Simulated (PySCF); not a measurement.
Excitations are Tamm–Dancoff values on a coarser integration grid. The basis has no diffuse functions, so Rydberg states are missing or too high.

## C4H10GeI2, SMILES `[CH2]([Ge]([I])([I])[CH2]C)C` (C–C–Ge–I torsion 58°, I–Ge–C–C torsion -59°) (charge 0, multiplicity 1)

All values below come from PBE-D3(BJ)/def2-TZVP // B3LYP-D3(BJ)/def2-SVP in PySCF.

The HOMO is -6.20 eV. The dipole moment is 2.79 D and the HOMO–LUMO gap is 3.91 eV. The LUMO comes out as -2.29 eV and the S1 excitation (TDA) comes out as 4.22 eV. The S1 oscillator strength is 0.054 and the brightest of the four lowest singlets (TDA) is 4.22 eV. The T1 excitation (TDA) comes out as 3.72 eV. The S1–T1 gap (TDA) comes out as 0.49 eV. The total energy comes out as -77021.39 eV. The cost is around 30 core-minutes (rough).

```xyz
17

C      2.9381    -0.2317     0.0557
C      1.6822     0.6317    -0.0255
Ge    -0.0096    -0.3717     0.0466
I     -0.0554    -1.7013     2.2349
I     -0.0410    -2.0178    -1.9150
C     -1.6472     0.7167    -0.0426
C     -2.9463    -0.0821     0.0176
H      2.9799    -0.9543    -0.7740
H      2.9701    -0.8016     0.9971
H      3.8464     0.3903     0.0070
H      1.6443     1.2062    -0.9667
H      1.6324     1.3556     0.8056
H     -1.5717     1.4331     0.7931
H     -1.5678     1.2931    -0.9800
H     -3.8211     0.5856    -0.0383
H     -3.0142    -0.7968    -0.8171
H     -3.0192    -0.6550     0.9550
```
Charge 0, spin multiplicity 1.
